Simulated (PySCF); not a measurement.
Ge(Me)(OH)3 (CH₆GeO₃), SMILES [CH3][Ge]([OH])([OH])[OH].

Geometry optimised at PBE0-D3(BJ)/def2-SVP. One conformer was computed; it need not be the lowest.

Calculation: PBE0-D3(BJ)/def2-SVP run with PySCF 2.14.0.

Frequencies are harmonic and unscaled.

Modes within 1.5 cm⁻¹ of each other (mostly degenerate sets) share a row, with their intensities summed.

Computed vibrational spectrum:
| mode | ν (cm⁻¹) | IR (km/mol) | moving atoms (share of kinetic energy) |
|---|---|---|---|
| 1 | 80 | 0.3 | H 98 % |
| 2–3 | 105 | 89.8 | O 50 %, H 40 %, C 9 % |
| 4–5 | 208 | 41.6 | H 38 %, O 26 %, C 19 %, Ge 18 % |
| 6–7 | 249 | 43.5 | H 51 %, O 44 % |
| 8 | 258 | 75.1 | O 64 %, Ge 22 %, H 10 % |
| 9 | 327 | 126.4 | H 96 % |
| 10 | 629 | 9.3 | C 58 %, H 20 %, O 15 % |
| 11 | 718 | 85.5 | O 77 %, Ge 14 % |
| 12–13 | 729 | 221.2 | O 77 %, Ge 20 % |
| 14–15 | 797 | 17.0 | H 79 %, C 18 % |
| 16 | 882 | 0.2 | H 89 % |
| 17–18 | 891 | 371.5 | H 86 %, O 10 % |
| 19 | 1262 | 18.4 | H 79 %, C 21 % |
| 20–21 | 1427 | 9.8 | H 96 % |
| 22 | 3079 | 0.4 | H 97 % |
| 23–24 | 3198 | 0.3 | H 90 %, C 10 % |
| 25–27 | 3899 | 257.0 | H 94 % |
